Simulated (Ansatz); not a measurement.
A CCSD(T) single point on CH6GaNSi.

```yaml
crystal:
  periodic: [false, false, false]
  atoms:
    - {symbol: C, position_ang: [-0.683972, 1.264242, 0.035871]}
    - {symbol: N, position_ang: [0.511656, 0.391146, 0.122649]}
    - {symbol: Si, position_ang: [0.347743, -1.329466, 0.068611]}
    - {symbol: Ga, position_ang: [-0.155877, 1.336818, -1.968271]}
    - {symbol: H, position_ang: [-1.579642, 0.785426, 0.438095]}
    - {symbol: H, position_ang: [-0.515245, 2.194545, 0.581152]}
    - {symbol: H, position_ang: [1.290903, 0.771670, 0.636755]}
    - {symbol: H, position_ang: [1.703255, -1.923863, -0.030367]}
    - {symbol: H, position_ang: [-0.364375, -1.893432, 1.252079]}
    - {symbol: H, position_ang: [-0.471346, -1.648185, -1.133676]}
basis:
  gaussian: {orbitals: def2-SVP}
correlation: {method: ccsd_t}
```

```sh
$ ansatz run in.yaml --threads 4 --pin off --events-out ev --progress --plain --max-ram 10444MiB
```

Log, shortened:

```
Functional definition: HF
1083 factors; integrals over basis functions are off by at most 1.1e-3 eV
mean field evaluation 1: about -62789.0084 eV, gradient 3.1e1 eV
mean field evaluation 2: about -62789.0524 eV, gradient 3.1e1 eV
mean field evaluation 4: about -62791.8729 eV, gradient 3.5e0 eV
mean field evaluation 8: about -62791.9286 eV, gradient 6.8e-4 eV
mean field -62791.92861686 eV, -2307.5608147717 hartree, gradient 3.8e-6 eV, S^2 0.000000; 0 other end points of the search recorded, 0 dependent functions left out
16 core orbitals not correlated: weight in the atoms' cores, before any rotation towards them, 1.000 or more for the frozen orbitals, at most 0.000 for the correlated occupied ones
reference -62791.92861686 eV, -2307.5608147717 hartree; 16, 16 occupied and 76, 76 virtual orbitals, 1083 factors
second order -16.62233025 eV of doubles, -0.00000000 eV of singles
cycle   1  -16.93852808 eV  change   -3.2e-1 eV  update   1.1e-1
cycle   2  -17.56566175 eV  change   -6.3e-1 eV  update   3.7e-2
cycle   3  -17.68250196 eV  change   -1.2e-1 eV  update   1.9e-2
cycle   4  -17.67169971 eV  change    1.1e-2 eV  update   5.2e-3
cycle   5  -17.67215962 eV  change   -4.6e-4 eV  update   2.6e-3
cycle   6  -17.67178804 eV  change    3.7e-4 eV  update   1.1e-3
cycle   7  -17.67161046 eV  change    1.8e-4 eV  update   5.1e-4
cycle   8  -17.67164886 eV  change   -3.8e-5 eV  update   1.6e-4
cycle   9  -17.67172476 eV  change   -7.6e-5 eV  update   5.2e-5
cycle  10  -17.67168865 eV  change    3.6e-5 eV  update   2.1e-5
perturbative correction -0.57735916 eV, -0.0212175576 hartree
Total energy: -62810.17766467 eV, -2308.2314549089 hartree
```

Run time 16 s (4 threads of an Intel Xeon on a shared host); peak host memory 0.48 GiB.

MP2 recovers 91.1 % of the CCSD(T) correlation energy and the triples give 3.2 %; T1 = 0.0133.
